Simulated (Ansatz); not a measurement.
Gas-phase reaction in SMILES: CC(C)=C([SiH3])Cl [(1-chloro-2-methylprop-1-enyl)silane] + 6 [H][H] (H2) -> 4 C (CH4) + Cl (HCl) + [SiH4] (SiH4)
Structures are relaxed separately at B3LYP-D3(BJ)/def2-TZVP in Ansatz (an electronic-structure program).
Geometry of the first species:
```xyz
15

C     -2.3203     0.1064     0.3978
C     -0.9452     0.6184     0.0950
C     -0.8625     2.1095    -0.0867
C      0.1528    -0.1381    -0.0136
Si     1.8883     0.4715    -0.3908
Cl     0.0579    -1.8936     0.2094
H     -3.0101     0.3925    -0.4017
H     -2.3485    -0.9728     0.5127
H     -2.6968     0.5665     1.3162
H      0.1423     2.4669    -0.3051
H     -1.2104     2.6189     0.8164
H     -1.5162     2.4274    -0.9038
H      2.7967    -0.6882    -0.4750
H      1.9138     1.2112    -1.6756
H      2.3604     1.3910     0.6724
```
Charge 0, spin multiplicity 1.

Wanted: energy of full hydrogenation (electronic energy difference), in kcal/mol. Cores are frozen in the correlated levels unless marked. Spin-orbit coupling is left out. Non-relativistic. Basis-set limits of correlation are two-point, X^-3; Hartree-Fock from the larger set.

CCSD(T)/CBS(cc-pV(T+d)Z,cc-pV(Q+d)Z) (Ansatz) gives -107.7 kcal/mol.

Problem. Another calculation gave -111.0 kcal/mol. Which level was it?
(A) B2PLYP/def2-TZVPD (Ansatz)
(B) wB97X/def2-TZVPD (Ansatz)
(C) BHLYP/def2-TZVPD (Ansatz)
(D) r2SCAN/def2-TZVPD (Ansatz)

Solution. A, B2PLYP/def2-TZVPD (Ansatz). The others give -117.7 (wB97X), -107.9 (r2SCAN), -124.3 (BHLYP) kcal/mol.
